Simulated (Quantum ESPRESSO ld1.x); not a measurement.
Question: Radial electron density D(r) = 4 pi r^2 rho(r) of an atom or ion with 64 electrons. Method: Dirac Kohn-Sham, LDA (Slater exchange, Perdew-Zunger correlation), spin-unpolarised, spherical densities, point nucleus; computed with ld1.x of Quantum ESPRESSO 7.5.

```
   r/bohr * D(r) (the largest magnitude, 119, reaches the edge; | marks zero)
 0.002188 |       *
 0.002547 |         *
 0.002966 |           *
 0.003452 |              *
 0.004019 |                 *
 0.004679 |                    *
 0.005447 |                        *
 0.006341 |                            *
 0.007382 |                                *
 0.008594 |                                   *
     0.01 |                                      *
  0.01165 |                                        *
  0.01367 |                                          *
  0.01591 |                                         *
  0.01852 |                                        *
  0.02156 |                                      *
   0.0251 |                                     *
  0.02923 |                                     *
  0.03402 |                                      *
  0.03961 |                                          *
  0.04611 |                                               *
  0.05368 |                                                    *
  0.06249 |                                                      *
  0.07275 |                                                     *
   0.0847 |                                                *
  0.09939 |                                           *
   0.1157 |                                         *
   0.1347 |                                           *
   0.1568 |                                               *
   0.1826 |                                                *
   0.2125 |                                            *
   0.2474 |                                   *
    0.288 |                         *
   0.3353 |                     *
   0.3904 |                      *
   0.4544 |                         *
    0.529 |                         *
   0.6159 |                    *
   0.7227 |              *
   0.8414 |         *
   0.9795 |       *
     1.14 |     *
    1.328 |    *
    1.545 |  *
    1.799 | *
    2.094 |*
    2.438 *
    2.839 *
    3.305 *
    3.847 *
    4.515 *
    5.256 *
    6.118 *
    7.123 *
    8.292 *
```

What is the nuclear charge?

Answer: Z = 67. The innermost maximum, from 1s, lies near gamma/Z bohr with gamma = sqrt(1 - (Z/c)^2) = 0.872, here 0.013 bohr (found: 0.0143), and its height grows with Z. The density is that of the holmium ion Ho3+ in [Xe] 4f9.75 6p0.25; the configuration itself is not fixed sharply by these data, and Z only to a few units. D(r) has 4 maxima, at r = 0.0143, 0.0640, 0.178, 0.484 bohr, and minima at 0.0279, 0.117, 0.346 bohr, inside which lie 2.02, 11.18, 29.58 electrons.
